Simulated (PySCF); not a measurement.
# What a mistake does to a calculation on BH7NSi2

All numbers below are calculated, not measured. The program is PySCF 2.14.0, an open-source quantum chemistry code, run on an isolated molecule that a program drew, which may never have been made. The molecule is BH7NSi2 (charge 0, doublet), drawn as the SMILES string `B[SiH]N[SiH3]`.

Each row is a Hartree-Fock (HF) and frozen-core CCSD(T) single point in the cc-pV(D+d)Z basis, meant for a local HF minimum. Run 1 is clean. Each other run has one planted mistake out of seven kinds, and not every kind appears here: one electron removed, one electron added, multiplicity raised by two, geometry at a saddle point, minimal basis STO-3G, one bond length entered in bohr, all coordinates scaled. The reference is restricted for singlets and unrestricted otherwise, and also for a bond in bohr. Adding or removing an electron swaps singlet and doublet. Electrons count all cores. HOMO and LUMO are orbital energies over both spins, the gradient is its largest component, and the lowest frequency (negative if imaginary) is given only where the gradient is small. Bond lengths are over the 10 bonds as drawn. T1 is the CCSD diagnostic: over 0.02 (restricted) or 0.045 (unrestricted) a single reference is doubtful.

Geometry of the clean run:
```xyz
11
BH7NSi2, angstrom
B    -2.3090    1.5897    2.6164
Si   -2.5570    0.1300    1.4071
N    -1.7908   -0.0516   -0.1123
Si   -1.8987   -1.3000   -1.3247
H    -1.5650    2.4937    2.3507
H    -2.9178    1.5787    3.6501
H    -3.4390   -1.0323    1.6204
H    -1.1650    0.7046   -0.3400
H    -2.8494   -2.3176   -0.8345
H    -0.5767   -1.9225   -1.5600
H    -2.3772   -0.7458   -2.6109
```

| run | electrons | basis functions | <S^2> | HOMO (eV) | LUMO (eV) | gradient (hartree/bohr) | lowest frequency (cm^-1) | mean bond (Å) | longest bond (Å) | T1 | HF (hartree) | CCSD(T) (hartree) | mistake |
|---|---|---|---|---|---|---|---|---|---|---|---|---|---|
| 1 | 47 | 109 | 0.759 | -7.46 | 1.17 | 1.2e-05 | 62 | 1.4686 | 1.912 | 0.0153 | -661.07486 | -661.59438 | no fault |
| 2 | 47 | 109 | 1.547 | -7.56 | 1.07 | 1.1e-02 | - | 1.6002 | 2.797 | 0.0458 | -660.96114 | -661.47295 | one bond length entered in bohr |
| 3 | 46 | 109 | 0.000 | -16.20 | -5.85 | 7.1e-02 | - | 1.4686 | 1.912 | 0.0201 | -660.83082 | -661.33559 | one electron removed |
| 4 | 47 | 109 | 0.760 | -7.38 | 1.09 | 2.8e-02 | - | 1.5332 | 1.996 | 0.0176 | -661.05683 | -661.58376 | all coordinates scaled |
| 5 | 48 | 109 | 0.000 | -0.39 | 7.47 | 5.5e-02 | - | 1.4686 | 1.912 | 0.0144 | -661.05930 | -661.61860 | ? |
| 6 | 47 | 109 | 3.767 | -4.88 | -2.22 | 9.6e-02 | - | 1.4686 | 1.912 | 0.0199 | -660.85979 | -661.37109 | ? |

**Which mistake was planted in run 5, and what did it cost?**

It counts 48 electrons, one more than the clean run, at the same geometry and basis. So the mistake is: one electron added. Subtracting run 1 and multiplying by 627.51 kcal/mol a hartree, the energy moved by 9.8 kcal/mol in HF and -15.2 kcal/mol in CCSD(T).

**Which mistake was planted in run 6, and what did it cost?**

Electrons, basis and geometry are unchanged, and <S^2> is 3.767, beside S(S+1) = 3.75 for a multiplicity of 4. So the mistake is: multiplicity raised by two. Subtracting run 1 and multiplying by 627.51 kcal/mol a hartree, the energy moved by 135.0 kcal/mol in HF and 140.1 kcal/mol in CCSD(T).

Cautions from the logs. Run 2: T1 is over the limit, so its CCSD(T) energy is less reliable; run 3: T1 is over the limit, so its CCSD(T) energy is less reliable.
